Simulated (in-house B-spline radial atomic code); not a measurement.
Configurations of neutral strontium, with energies counted from [Kr] 5s2. Level of theory: scalar-relativistic (X2C) LDA PW92, spin-polarised, spherical fractional occupations, Fermi nucleus of rms radius 4.224 fm; calculated with a radial B-spline atomic code at the basis-set limit. Shells without spins written out take the highest spin.

Occupations are held fixed; configurations that lie above the ionisation limit could autoionise.

```
                                      configuration  E - E(ref) (eV)  highest orbital  its <r> (bohr)
                                       [Kr] 5s1 5p1             1.96            5p up           5.466
                          [Ar] 3d10 4s2 4p5 5s2 5p1           23.625            5p up           4.899
[Ar] 3d10 4s(1 up, 0 down) 4p6 5s2 5p(0 up, 1 down)           42.276          5p down           4.919
                          [Ar] 3d10 4s1 4p6 5s2 5d1           45.063            5d up           9.713
                          [Ar] 3d10 4s1 4p6 4f1 5s2           45.814            4f up           15.91
                           [Ar] 3d9 4s2 4p6 5s2 6d1           140.99            6d up           18.79
                  [Ne] 3s2 3p5 3d10 4s2 4p6 4d1 5s2           262.49            4d up           2.596
```

**Question.** Order these further configurations by energy, lowest first.
A. [Ne] 3s2 3p5 3d10 4s2 4p6 5s2 6s1
B. [Ne] 3s2 3p5 3d10 4s2 4p6 5s2 6d1
C. [Kr] 5s(1 up, 0 down) 5f(1 up, 0 down)
D. [Ar] 3d9 4s2 4p6 5s2 5f1
E. [Kr] 5s1 6f1

**Answer.** C (5.1955 eV), E (5.3803 eV), D (141.35 eV), A (266.86 eV), B (268.22 eV).

**Question.** How far above the reference does [Ne] 3s2 3p(2 up, 3 down) 3d10 4s2 4p6 5s2 5p(1 up, 0 down) lie?

**Answer.** 264.68 eV; its least bound orbital is 5p up with <r> = 4.828 bohr.

**Question.** How far above the reference does [Kr] 5s(1 up, 0 down) 5d(0 up, 1 down) lie?

**Answer.** 4.3485 eV; its least bound orbital is 5d down with <r> = 11.37 bohr.
